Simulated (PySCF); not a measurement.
**Question.** Give a GFN2-xTB geometry of `O=c1c(Cl)c1OC(F)(F)F`.

**Answer.** 
```xyz
10
C4ClF3O2 angstrom
O      1.654    1.485   -1.388
C      1.455    0.698   -0.528
C      1.893   -0.170    0.546
Cl     3.032   -0.864    1.551
C      0.573   -0.129    0.253
O     -0.629   -0.639    0.611
C     -1.699   -0.204   -0.086
F     -1.613   -0.484   -1.386
F     -1.878    1.113    0.016
F     -2.778   -0.800    0.390
```

Any rigid rotation of these coordinates is as good. Atoms count from 1 in this order. The 3 C–O bonds span 1.182 Å (O1=C2, drawn double) to 1.354 Å (C5–O6, drawn single), a spread of 0.172 Å. O6 (oxygen bonded to 2 C) is bent (angle 116.5°). The 3 C–C bonds span 1.353 Å (C3–C5, drawn aromatic) to 1.449 Å (C2–C3, drawn aromatic), a spread of 0.096 Å. The 3-membered ring C2–C3–C5 has internal angles of 55.8° to 62.4°.

Bonds between heavy atoms (Å): O1=C2 1.182, C2–C3 1.449, C3–Cl4 1.671, C3–C5 1.353, C5–O6 1.354, O6–C7 1.349, C7–F8 1.333, C7–F9 1.333, C7–F10 1.321, C2–C5 1.440.

Structure optimised with GFN2-xTB, isolated species.

Point group: Cs (every atom within 0.08 Å of its image). No GFN2-xTB frequencies stand behind this structure, so it isn't proved a minimum. The numbers are those of one conformer (C3–C5–O6–C7 180°).

These are computed values.
